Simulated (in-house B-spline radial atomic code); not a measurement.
## RPA and G0W0 on B3LYP (VWN-RPA): Sr II (Sr+)

Configuration [Kr] 5s1, highest spin, mean-field start B3LYP (VWN-RPA). Computed with an all-electron radial atomic-structure program (B-spline basis): all electrons, scalar-relativistic (spin-free one-electron X2C), finite nucleus, each spin shell either full or empty, empty states to l = 9 with an (l + 1/2)⁻⁴ tail; G0W0 by contour deformation at full frequency.

RPA overbinds a lone outer s electron by self-correlation, and G0W0 tends to as well.

Command:
```bash
python run_gw.py task.json out
```
Settings (radii: box in bohr, nucleus in fm):
```
Z                        38
electrons                37
configuration            [Kr] 5s1
hamiltonian              x2c
method                   b3lyp
lmax                     9
rms_radius               4.224
spin_polarised           True
box_radius               23.78
intervals                71
ion_configuration        [Ar] 3d10 4s2 4p6
```

Time taken, with all properties: 10 s on 1 thread of Arm Neoverse N1, with other jobs on the host.

Energies (hartree):

```tsv
term	value
mean-field total	-3179.12961
Hartree-Fock functional on these orbitals	-3177.16114
direct second order	-3.063
second-order exchange	0.88702
SOSEX correction	0.8193
```

**Question.** What is the RPA correlation energy, and what remains with SOSEX?

**Answer.** RPA gives -2.6814 hartree (-1.97 eV per electron); RPA + SOSEX gives -1.8621, and the second-order doubles -2.176 hartree (no singles). SOSEX takes back 31 % of the RPA value.

Quasi-particle levels (eV):

| level | occupied | mean field | Σx - vxc | Σc | QP weight | G0W0 |
| --- | --- | --- | --- | --- | --- | --- |
| 5s up | yes | -9.198 | -1.25 | ? | ? | ? |
| 5s down | no | -7.617 | 3.44 | -1.79 | 0.843 | -5.962 |

G0W0 = mean field + (Σx - vxc) + Σc, with Σc (partial-wave tail included) taken at the quasi-particle energy. Only the outer levels were computed. Levels of low weight are left out.

**Question.** Where does G0W0 put 5s up?

**Answer.** At -11.489 eV, with Σc = -1.04 eV and a quasi-particle weight of 0.924. The tabulated removal energy is 11.030 eV (NIST, measured); the calculation leaves out spin-orbit coupling, Breit and QED terms, and what these don't explain is the method's own error.

**Question.** What does it cost to remove one electron (to [Ar] 3d10 4s2 4p6) by differences of total energies, each species on its own start (correlation terms add to the Hartree-Fock functional)?

**Answer.** B3LYP (VWN-RPA) 11.281 eV, Hartree-Fock functional 10.406 eV, + RPA 11.431 eV, + RPA + SOSEX 10.936 eV, + second order 11.330 eV. Tabulated: 11.030 eV (NIST, measured); the calculation leaves out spin-orbit coupling, Breit and QED terms, and what these don't explain is the method's own error.
